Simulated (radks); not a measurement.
Values are calculated unless marked as measured or tabulated.
Q: The lead ion Pb4+, [Xe] 4f14 5d10. Code: a radial shooting solver on a logarithmic mesh with Libxc functionals. Model: non-relativistic Kohn-Sham, exchange-only PBE, spin-polarised, spherical densities, point nucleus. Every spin shell is full or empty, so the densities are truly spherical. Functionals are evaluated on that one density, not self-consistently. Rank these orbital-free kinetic functionals by their error against the exact value of the orbitals, and give that value: Thomas-Fermi, von Weizsacker, TF + vW, TF + vW/9, TF + vW/5, LC94, APBEK, revAPBEK, Perdew 92, Thakkar, Pearson, LKT, Ernzerhof.

A: Exact: 19519.6 hartree. From best to worst, with 100 (|E| - |E exact|)/|E exact| (equal figures are ties): LC94 +0.03, APBEK +0.05, revAPBEK +0.18, Ernzerhof -0.47, Perdew 92 -0.67, TF + vW/9 -0.67, Thakkar -0.78, Pearson -0.83, TF + vW/5 +2.45, Thomas-Fermi -4.58, LKT +15.77, TF + vW +30.54, von Weizsacker -64.88.
